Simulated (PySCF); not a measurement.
**Electron correlation in Gd⁵²⁺ (gadolinium, charge +52)**

[Ne] 3s2, closed-shell 1S. Computed with PySCF 2.14 in an uncontracted even-tempered set (16 s from 13 bohr⁻², ratio 2.5; 10 p from 17 bohr⁻², ratio 2.5; 4 d from 60 bohr⁻², ratio 2.7; 4 f from 90 bohr⁻², ratio 2.7), with the non-relativistic Hamiltonian (point nucleus). Frozen: 1s2; 10 electrons correlated; the 17 highest virtual orbitals of each spin left out.

| level | correlation energy (mhartree) |
| --- | --- |
| CCSD | -562.23 |
| (T) | -1.78 |
| CCSD(T) | -564.01 |

Diagnostics: T1 = 0.00022, D1 = 0.0007, largest double amplitude 0.087.

A non-relativistic calculation at this Z misses sizeable relativistic shifts.

Cost of the coupled-cluster step: about 2.1 core-seconds, for 10 correlated electrons.

Iterations:

```
CC2 = 0
CCSD nocc = 5, nmo = 76
frozen orbitals [0, 77, 78, 79, 80, 81, 82, 83, 84, 85, 86, 87, 88, 89, 90, 91, 92, 93]
max_cycle = 100
direct = 0
conv_tol = 1e-08
conv_tol_normt = 1e-06
diis_space = 8
diis_start_cycle = 0
Init t2, MP2 energy = -7992.33154084425  E_corr(MP2) -0.494357101895202
Init E_corr(CCSD) = -0.494357101895201
cycle = 1  E_corr(CCSD) = -0.538773786593144  dE = -0.0444166847  norm(t1,t2) = 0.0326892
cycle = 2  E_corr(CCSD) = -0.553994850507102  dE = -0.0152210639  norm(t1,t2) = 0.0115887
cycle = 3  E_corr(CCSD) = -0.562242734886202  dE = -0.00824788438  norm(t1,t2) = 0.00409639
cycle = 4  E_corr(CCSD) = -0.562227571120876  dE = 1.51637653e-05  norm(t1,t2) = 1.1846e-05
cycle = 5  E_corr(CCSD) = -0.562230800795224  dE = -3.22967435e-06  norm(t1,t2) = 1.42988e-06
cycle = 6  E_corr(CCSD) = -0.56223070251905  dE = 9.82761745e-08  norm(t1,t2) = 9.01052e-08
cycle = 7  E_corr(CCSD) = -0.562230672947807  dE = 2.95712425e-08  norm(t1,t2) = 4.34655e-08
cycle = 8  E_corr(CCSD) = -0.562230656128802  dE = 1.68190051e-08  norm(t1,t2) = 2.94276e-08
cycle = 9  E_corr(CCSD) = -0.562230646739482  dE = 9.3893201e-09  norm(t1,t2) = 2.14539e-08
CCSD converged
E(CCSD) = -7992.3994143891  E_corr = -0.5622306467394821
CCSD(T) correction = -0.00177690451638141
```

At this charge a non-relativistic calculation is a model, useful for the Z dependence of the correlation energy.
